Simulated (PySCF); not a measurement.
Si(Et)(OH)(OEt)(NH2), C4H13NO2Si, SMILES [Si](N)(CC)(O)OCC (GFN2-xTB optimised geometry):

```
21

C     -2.036     2.608     0.064
C     -2.160     1.095    -0.015
O     -0.880     0.517     0.000
Si    -0.533    -1.073     0.000
N     -1.337    -1.882    -1.297
O     -1.150    -1.896     1.275
C      1.368    -1.073     0.000
C      1.933    -2.488    -0.033
H     -1.457     2.976    -0.779
H     -1.526     2.893     0.981
H     -3.022     3.064     0.048
H     -2.676     0.799    -0.935
H     -2.742     0.713     0.832
H     -1.120    -1.601    -2.239
H     -1.412    -2.885    -1.243
H     -0.911    -1.629     2.158
H      1.752    -0.560     0.883
H      1.747    -0.520    -0.859
H      3.022    -2.479     0.000
H      1.569    -3.064     0.815
H      1.625    -3.000    -0.941
```

Level of theory: CAM-B3LYP/def2-SVP in PySCF.

What are the frontier orbital energies and the dipole moment?

HOMO-2 -9.55 eV, HOMO-1 -9.32 eV, HOMO -8.45 eV, LUMO 2.16 eV, LUMO+1 3.01 eV; dipole moment 0.27 D.

On the same geometry PBE/def2-SVP (PySCF) gives HOMO-2 -6.60 eV, HOMO-1 -6.24 eV, HOMO -5.54 eV, LUMO 0.43 eV, LUMO+1 1.19 eV; dipole moment 0.24 D.

Meta-Löwdin charges at CAM-B3LYP/def2-SVP: C1 -0.29, C2 0.06, O3 -0.63, Si4 1.31, N5 -0.70, O6 -0.72, C7 -0.43, C8 -0.28, H9 0.10, H10 0.10, H11 0.10, H12 0.08, H13 0.08, H14 0.21, H15 0.22, H16 0.33, H17 0.10, H18 0.10, H19 0.09, H20 0.09, H21 0.09.
